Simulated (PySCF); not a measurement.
Li(OH) (HLiO), SMILES [Li][OH]. Geometry optimised at B3LYP-D3(BJ)/def2-TZVPD. The isomer is the one that the SMILES or the coordinates give; other isomers of the formula were not compared.

Task: Give the equilibrium geometry at B3LYP-D3(BJ)/def2-TZVPD (PySCF confirms it by a frequency run) as Cartesian coordinates in Å, and its point group. (An estimate is asked for; the answer gives what the named calculation found.)

Result: point group C∞v.
```xyz
3

Li     0.0000     0.0000     1.2649
O      0.0000     0.0000    -0.3159
H      0.0000     0.0000    -1.2677
```
Charge 0, spin multiplicity 1.
